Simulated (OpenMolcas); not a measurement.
Hf2+.

* Program: OpenMolcas 26.06
* Method: CASSCF
* Basis: ANO-RCC-VTZP [8s7p5d3f2g1h]
* Scalar Hamiltonian: DKH2, point nucleus
* Active space: 2 electrons in 10 orbitals (5d 6d)
* State averaging: 2S+1 = 3 even, 10 roots; 2S+1 = 1 even, 15 roots
* Spin-orbit coupling: RASSI with atomic mean-field integrals over the reference wave functions, term energies averaged over their components

Levels without dynamic correlation, in cm⁻¹ above 5d² ³F₂:

```csv
Level,E
5d² ³P₀,10944
5d² ¹G₄,16408
5d² ¹S₀,34245
```

On this reference, SS-CASPT2, IPEA 0.25 Eh, imaginary shift 0.1 Eh (closed shells correlated: 5s 5p) puts 5d² ³P₀ at 9790 cm⁻¹.

Q: Estimate the other levels at that method by one scale factor, and say how well it serves.

A: The factor is 9790 / 10944 = 0.895. Scaled values beside those that SS-CASPT2 gives:
| Level | Scaled | SS-CASPT2 | Miss (%) |
| --- | --- | --- | --- |
| 5d² ¹G₄ | 14685 | 15110 | -2.8 |
| 5d² ¹S₀ | 30649 | 30030 | +2.1 |
For these levels the scaled values miss SS-CASPT2 by up to 2.8 %, so one factor serves here. This holds within one configuration; levels of others move differently, and the target method has errors of its own against measurement.

CASPT2 breaks the degeneracy within a term, and the mean is taken; among the terms shown or strongly mixed into the levels shown the widest spread is 470 cm-1 (5d² ³F, SS-CASPT2). Active for correlation alone: 6d; no level in the range computed is led by a configuration that fills it, so any true level of that kind is missing. Without dynamic correlation excited terms often stand tens of per cent too high (terms of higher spin than the ground term too low), and those without a measured partner can miss by more than the paired ones (holds for CASSCF). Only configurations of the active space appear.
